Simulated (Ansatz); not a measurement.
**Match the barriers**

Saddle point of SnNH5O, singlet (SnNH₅O ([NH2][SnH2][OH]) → SnH₂O ([O][SnH2]) + NH₃ (still joined by a long Sn–N bond); bonds formed: N2–H4; bonds broken: O3–H4; bonds weakened to dative contacts: Sn1–N2), PBE0-D4/def2-TZVP structure:

```xyz
8
angstrom
Sn -1.0203 0.3579 0.2894
N 1.0246 -0.3430 -0.0914
O -0.8543 0.1492 -1.5824
H 0.4430 -0.2372 -1.1181
H -0.9158 1.8863 1.0537
H -1.7973 -0.8062 1.2756
H 1.3038 -1.2862 0.1511
H 1.8162 0.2790 0.0220
```

Program: Ansatz 0.2.0. Basis: def2-TZVPP, with def2-QZVPP for the basis limit. Cores are frozen in the correlated methods. Filled d shells of the heavier atoms are correlated. Core potentials replace the inner electrons of the atoms past krypton. The def2 sets are not built for correlating such inner shells, so the correlated values are less sure here. Extrapolation: Hartree–Fock as exp(−7.88 √X), correlation as X^−2.97. Four methods, as single points on the PBE0-D4 structures, gave these electronic barriers from the start structure: 1.372, 1.544, 1.916, 2.363 eV.

**Question.** The methods were, in alphabetical order, BHLYP-D4, HF, PBE-D4, r2SCAN-D4. Which gave which? (Judge from chemistry; the calculation decides.)

**Answer.** Computed: PBE-D4 1.372; r2SCAN-D4 1.544; BHLYP-D4 1.916; HF 2.363 eV. For comparison, CCSD(T) at an estimated basis limit (MP2 extrapolated from triple and quadruple zeta, plus CCSD(T) − MP2 in triple zeta) gives 1.678 eV.

The T1 diagnostic stays at or below 0.022. The start structure is not quite a true minimum (one mode of 89i cm⁻¹).

Labels in which every atom is bracketed show which atoms are joined, not bond orders.

For scale, one of the runs: CCSD(T)/def2-TZVPP, 182 basis functions, launched by `ansatz run in.yaml --threads 4 --pin off --events-out ev --progress --plain --max-ram 9574MiB`. Hardware: 4 CPU threads of an Intel Xeon, shared host. Wall time 65 s; peak host memory 2.1 GiB.
